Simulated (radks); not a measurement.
The numbers below are computed, except where a source is named.
The platinum anion Pt2-, [Hg], held by a Watson sphere: a shell of charge +2 at radius R that stands for the Madelung well of a crystal (potential energy -2/R inside, -2/r outside, in hartree with lengths in bohr). Code: a radial shooting solver on a logarithmic mesh with Libxc functionals. Model: scalar-relativistic Kohn-Sham, r2SCAN, spin-unpolarised, spherical densities, finite nucleus; meta-GGA in the generalised Kohn-Sham scheme; Fermi nuclear charge, rms radius of each element as measured or else 0.836 A^(1/3) + 0.57 fm.

R (bohr)  e(5p) (eV)  e(6s) (eV)  e(5d) (eV)  <r> 5d (bohr)  sum of <r^2> (bohr^2)  X-ray form factor at sin(theta)/lambda = 0.1 1/angstrom
3.36         -55.353      -6.357      -4.920          1.846                  84.36                                                   74.880
3.47         -55.193      -6.189      -4.726          1.853                  85.35                                                   74.848
4.54         -53.861      -4.680      -3.175          1.901                  94.68                                                   74.605
5.02         -53.383      -4.118      -2.646          1.917                  98.79                                                   74.529
5.45         -53.012      -3.677      -2.242          1.929                  102.5                                                   74.474
5.46         -53.004      -3.667      -2.234          1.929                  102.6                                                   74.473
5.59         -52.902      -3.545      -2.124          1.933                  103.8                                                   74.459
6.39         -52.365      -2.896      -1.551          1.953                  111.2                                                   74.389
6.53         -52.286      -2.799      -1.468          1.957                  112.6                                                   74.380
